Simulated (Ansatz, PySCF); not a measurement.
Pulling on the Cd1–H2 bond in CdH2 (SMILES [CdH2]) (multiplicity 1 held, fragments rigid). Energies count from the point at 1.681 Å.
Geometry at that point (charge 0, multiplicity 1):
```xyz
3

Cd     0.000     0.000     0.000
H      0.000     0.000     1.681
H      0.000     0.000    -1.681
```

U- levels take the lowest unrestricted solution at each point, which mixes spins at long bonds. Active spaces are followed from a long bond inwards. Levels need not reach the same state.

Frozen-core correlation. Rows in LANL2DZ carry no dispersion term and start afresh at each structure. LANL2DZ brings its own core potentials from Na on.

Codes used: Ansatz (a quantum-chemistry and plane-wave program); PySCF for LANL2DZ rows. Values without a source in brackets are computed. In def2 rows elements past Kr take small-core potentials, without spin–orbit coupling.

**Question.** What is the computed energy at R = 5.380 Å (U-PBE/def2-TZVPP)?

**Answer.** 72.5 kcal/mol

**Question.** Give the energy at R = 5.380 Å at the level U-HF/LANL2DZ.

**Answer.** 52.5 kcal/mol

**Question.** Estimate the energy at R = 5.380 Å that FIC-MRCISD+Q on CASSCF(2,2)/def2-TZVPP returns for this input.

**Answer.** 74.6 kcal/mol

Doubts at one or more of the structures used: a spin-contaminated determinant (U-HF/LANL2DZ, U-PBE/def2-TZVPP).
